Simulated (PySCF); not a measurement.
B(AsH2)2(OH) (As₂BH₅O), SMILES OB([AsH2])[AsH2].

The structure is a stationary point at PBE-D3(BJ)/def2-SVP. The structure was generated by enumeration, and PubChem lists no compound with its InChIKey, so it may never have been made. Other conformers were not sampled.

Level of theory: PySCF with PBE-D3(BJ)/def2-SVP.

Frequencies are harmonic and unscaled.

```
mode  ν (cm⁻¹)  IR (km/mol)  moving atoms (share of kinetic energy)
----  --------  -----------  --------------------------------------
1          111          0.4                         H 55 %, As 35 %
2          113          0.7                         H 45 %, As 43 %
3          129          0.5                                  H 97 %
4          239          5.3                 O 64 %, As 22 %, H 12 %
5          313          4.6                  B 50 %, H 38 %, O 10 %
6          324          3.5         As 34 %, O 34 %, B 21 %, H 11 %
7          514         29.6                                  H 95 %
8          558         16.0                          H 73 %, B 21 %
9          613         71.0                                  H 92 %
10         663          8.5                          H 67 %, B 25 %
11         670         26.6                           H 83 %, B 8 %
12         743         72.6                          B 53 %, H 44 %
13         950         11.4                                  H 98 %
14         955         40.6                                  H 98 %
15        1061        220.6                  H 67 %, B 20 %, O 13 %
16        1314        141.5                          B 65 %, O 31 %
17        2102         98.2                                  H 99 %
18        2132         71.2                                  H 99 %
19        2149         35.3                                  H 99 %
20        2154        106.7                                  H 99 %
21        3693         43.5                                  H 94 %
```
